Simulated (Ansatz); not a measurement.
An input meant for BeF₂⁻ (charge -1, doublet; atoms displaced at random, 0.08 Å in each coordinate).

```yaml
crystal:
  periodic: [false, false, false]
  atoms:
    - {symbol: Be, position_ang: [0.085477, 0.036061, 0.085726]}
    - {symbol: F, position_ang: [0.621804, -0.328719, -1.360185]}
    - {symbol: F, position_ang: [-0.642486, 0.178217, 1.196590]}
basis:
  gaussian: {orbitals: cc-pVTZ}
total_charge: -1
magnetization: {spin_polarized: true, initial_magnetization: 1}
hamiltonian: {xc: {name: PBEsol}}
smearing: {width: 0.1}
```

```sh
$ ansatz run in.yaml --threads 4 --pin off --events-out ev --progress --plain --max-ram 3916MiB
```

Shortened log:

```
Error: YAML parse error: error: line 12 column 1: unknown field `smearing`, expected one of crystal, accuracy, basis, kpoints, hamiltonian, magnetization, projection, total_charge, correlation, batch, efield, external_charges, scf, relax, neb, saddle, md, ramp, phonons, dielectric, real_time, elastic, magnetic_configurations, gw, evaluate, workflow, output, checkpoint, execution
10 | magnetization: {spin_polarized: true, initial_magnetization: 1}
11 | hamiltonian: {xc: {name: PBEsol}}
12 | smearing: {width: 0.1}
```

Problem. What is wrong with this run?

Solution. The input holds a key that doesn't belong there. The input was rejected before any iteration.
